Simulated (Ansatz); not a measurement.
Start from `NB(O)F` and change one atom or group to get `BB(N)O`.

Ansatz, PBE0-D4/def2-TZVP geometries, multiplicity 1. Each molecule was computed in one conformer, which needn't be the lowest.

```tsv
property	`NB(O)F`
HOMO energy (PBE/def2-TZVPP) / eV	-6.59
LUMO energy (ωB97M-V/def2-TZVPP) / eV	1.72
ideal-gas entropy at 298 K and 1 bar (rigid rotor, harmonic PBE0-D4/def2-TZVP) / J/(mol·K)	283
HOMO–LUMO gap (ωB97M-V/def2-TZVPP) / eV	12.25
HOMO energy (B3LYP/def2-TZVPP) / eV	-7.87
size of the dipole moment (ωB97M-V/def2-TZVPP) / D	3.58
```

(1) Give the same properties after the change, and the shifts. (An estimate is asked.)

Results:

(1) The calculation gave: 
```
                                                                                  property  `BB(N)O`  shift
                                                         HOMO energy (PBE/def2-TZVPP) / eV     -6.35   0.24
                                                     LUMO energy (ωB97M-V/def2-TZVPP) / eV     -0.12  -1.84
ideal-gas entropy at 298 K and 1 bar (rigid rotor, harmonic PBE0-D4/def2-TZVP) / J/(mol·K)       305     22
                                                   HOMO–LUMO gap (ωB97M-V/def2-TZVPP) / eV      9.98  -2.27
                                                       HOMO energy (B3LYP/def2-TZVPP) / eV     -7.50   0.37
                                        size of the dipole moment (ωB97M-V/def2-TZVPP) / D      0.57  -3.01
```

With PBE0 the HOMO rises by 0.38 eV and the LUMO falls by 2.46 eV, so the gap narrows by about 2.84 eV. PBE moves the HOMO by 0.24 eV and ωB97M-V by 0.43 eV. The zero-point energy changes by 45.4 kJ/mol with +6 modes. Dipoles are sizes alone; their direction can turn.

B3LYP here is the variant with VWN-RPA as its local correlation; programs differ in this.
